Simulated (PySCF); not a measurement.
## C₆ coefficients of unlike pairs at PBE

Calculated with PySCF 2.14 from the dipole response of each species, C₆(A,B) = (3/π) ∫ α_A(iu) α_B(iu) du, in atomic units, from isotropic polarisabilities. For ions this is the dispersion term alone; charge-induced terms of lower order in 1/R come first.

| species | configuration | basis | relativity | α (bohr³) | C₆ (like pair) |
| --- | --- | --- | --- | --- | --- |
| Pd²⁺ | [Kr] 4d8 (3F) | x2c-TZVPPall with one added diffuse shell each of s, p, d, f type (9s7p7d3f1g) | spin-free X2C | 6.885 | 36.01 |
| In²⁺ | [Kr] 4d10 5s1 (2S) | aug-cc-pV5Z-PP with ECP28MDF (8s8p6d4f3g2h) | core potential | 13.07 | 60.79 |
| Hf³⁺ | [Xe] 4f14 5d1 (2D) | aug-cc-pVTZ-PP with one added diffuse shell each of s, p, d, f, g type with ECP60MDF (7s7p6d4f3g) | core potential | 6.403 | 25.51 |
| C | [He] 2s2 2p2 (3P) | aug-cc-pVDZ-DK (4s3p2d) | spin-free X2C | 12.41 | 50.15 |

Question: Estimate C₆ for In²⁺ with Pd²⁺.

Answer: The integral gives 45.14. The combination rule 2 C_A C_B / (C_A α_B/α_A + C_B α_A/α_B) gives 43.61 and the geometric mean 46.79.

No spin-orbit coupling is included.

The other pairs:

```
      pair     C₆
   C, Pd²⁺  39.00
   C, In²⁺  54.40
Hf³⁺, In²⁺  38.46
   C, Hf³⁺  33.51
Hf³⁺, Pd²⁺  30.25
```
